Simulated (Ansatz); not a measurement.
Relaxation of CH9BN2 (13 atoms, charge 0, multiplicity 1), to a largest force component of 0.03 eV/Å in at most 50 steps.

These are results of RHF/6-31G* in Ansatz 0.2.0, not measurements.

```xyz
13
Properties=species:S:1:pos:R:3
B 0.050 -0.451 0.255
N -0.152 -0.709 1.691
H -1.039 -0.996 2.041
H 0.600 -0.866 2.325
H 1.151 -0.279 -0.152
H -0.899 -0.510 -0.460
N -0.232 2.220 0.850
H -1.043 2.801 0.749
C 0.946 3.015 1.146
H 1.796 2.350 1.260
H 1.160 3.681 0.318
H 0.867 3.618 2.052
H -0.409 1.546 1.601
```

**Question.** Where does it end, and by what steps?

**Answer.** The run converged. After 7 steps the energy has fallen by 0.209 eV; H13 moved furthest, 0.40 Å.

| step | energy less start (eV) | largest force component (eV/Å) | accepted |
| --- | --- | --- | --- |
| 0 | 0.0000 | 2.271 | yes |
| 1 | -0.1566 | 1.237 | yes |
| 2 | -0.1921 | 0.447 | yes |
| 3 | -0.2058 | 0.177 | yes |
| 4 | -0.2079 | 0.088 | yes |
| 5 | -0.2086 | 0.039 | yes |
| 6 | -0.2086 | 0.060 | yes |
| 7 | -0.2090 | 0.022 | yes |

```xyz
13
Properties=species:S:1:pos:R:3
B 0.038 -0.760 0.281
N -0.143 -1.091 1.625
H -1.029 -1.324 2.013
H 0.607 -1.160 2.276
H 1.138 -0.538 -0.119
H -0.904 -0.743 -0.447
N -0.275 2.524 0.882
H -1.027 3.173 0.752
C 0.970 3.221 1.153
H 1.763 2.494 1.284
H 1.230 3.835 0.298
H 0.952 3.863 2.035
H -0.524 1.926 1.645
```

Whether the end is a true minimum wasn't checked by a vibrational analysis.

Time of the run: 12 s on 1 thread of Arm Neoverse V2 (shared host), peak memory 0.14 GiB.
